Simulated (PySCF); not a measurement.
Isomers of C2H4S3. All species are isolated molecules in the gas phase. One relaxed conformer stands for each flexible species; it need not be the lowest. Strings in code marks are SMILES.

The T1 excitation (TDA) from two functionals at the same geometries (PBE0-D3(BJ)/def2-TZVP), both in PySCF: PBE-D3(BJ)/def2-TZVP and ωB97X-D3(BJ)/def2-TZVP. Excitations are Tamm–Dancoff values on a coarser integration grid. The basis has no diffuse functions, so Rydberg states are missing or too high.

```csv
species,ωB97X-D3(BJ)/def2-TZVP (eV)
`C=C(S)SS`,3.94
`S=C(S)CS`,2.36
`S(S)/C=C/S`,3.57
`S1CSC1S` (H–S–C–S torsion 94°),3.89
```

What does PBE-D3(BJ)/def2-TZVP give for each?


- `C=C(S)SS`: 3.59
- `S=C(S)CS`: 2.12
- `S(S)/C=C/S`: 3.07
- `S1CSC1S` (H–S–C–S torsion 94°): 3.14
Over these rows, drawn at random from the members with no instability flagged (it was tested for open shells, ions and some series alone), PBE minus ωB97X-D3(BJ): mean -0.46 eV, from -0.75 eV to -0.24 eV.
